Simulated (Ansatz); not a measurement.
Basis-set series for BClH$_{2}$Te (`ClB[TeH]`). The species carries charge 0 and has multiplicity 1. Te: def2 effective core potential. All single points use the PBE0-D4/def2-TZVP geometry.

```tsv
functional	basis	functions	energy (Eh)	HOMO (eV)	LUMO (eV)
PBE0-D4	def2-SVP	68	-753.97027	-7.04	-1.48
PBE0-D4	def2-QZVPP	269	-754.18258	-7.15	-1.69
ωB97M-V	def2-SVP	68	-754.07345	-9.01	0.53
ωB97M-V	def2-QZVPP	269	-754.28607	-9.16	0.24
```

(1) Give the rows for def2-TZVPP. (Estimate.)

## Answers

(1) The calculation gave: 
| functional | basis | functions | energy (Eh) | HOMO (eV) | LUMO (eV) |
| --- | --- | --- | --- | --- | --- |
| PBE0-D4 | def2-TZVPP | 151 | -754.16587 | -7.13 | -1.65 |
| ωB97M-V | def2-TZVPP | 151 | -754.27005 | -9.14 | 0.30 |

Positive LUMOs are unbound and depend on the basis.

All numbers were calculated with Ansatz.
